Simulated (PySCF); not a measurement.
ZrHCl + Cl₂ → ZrCl₂ + HCl

Level: PBE0 in the def2-TZVP basis family, computed in PySCF with density fitting; scalar-relativistic core potentials for atoms from Rb on, none lighter, no spin–orbit coupling; open shells unrestricted.

| species | state and structure | E (Eh) | ZPE (kJ/mol) | H(298 K) − H(0) (kJ/mol) | S° (J/(mol K)) |
| --- | --- | --- | --- | --- | --- |
| ZrHCl | triplet, Cs, Zr–Cl 2.345 Å, Zr–H 1.872 Å; Cl–Zr–H 129.5° | -507.67546 | 14.3 | 11.7 | 279.8 |
| Cl₂ | singlet, D∞h, Cl–Cl 1.982 Å | -920.08940 | 3.5 | 9.1 | 222.5 |
| ZrCl₂ | triplet, C2v, Zr–Cl 2.347 Å (×2); Cl–Zr–Cl 143.2° | -967.25563 | 4.9 | 13.8 | 314.0 |
| HCl | singlet, C∞v, H–Cl 1.279 Å | -460.66440 | 17.9 | 8.7 | 186.6 |

(1) What is the electronic reaction energy?

(2) Add zero-point, thermal and entropy terms for 298.15 K and 1 bar.

## Answers

(1) At PBE0/def2-TZVP, ΔE = -407.4 kJ/mol from the differences of the total energies times 2625.5, downhill. Chlorination of this kind underlies dry etching.

(2) ΔZPE = 5.0 and Δ[H(298) − H(0)] = 1.7 kJ/mol give ΔH° = -400.7 kJ/mol. ΔS° = -1.7 J/(mol K), so ΔG° = -400.7 − 298.15 × (-0.0017) = -400 kJ/mol.

Open d or f shells are single determinants, so the state found may not be the ground state. Each species is the lowest minimum found with this bonding; other isomers or fragments can lie lower.
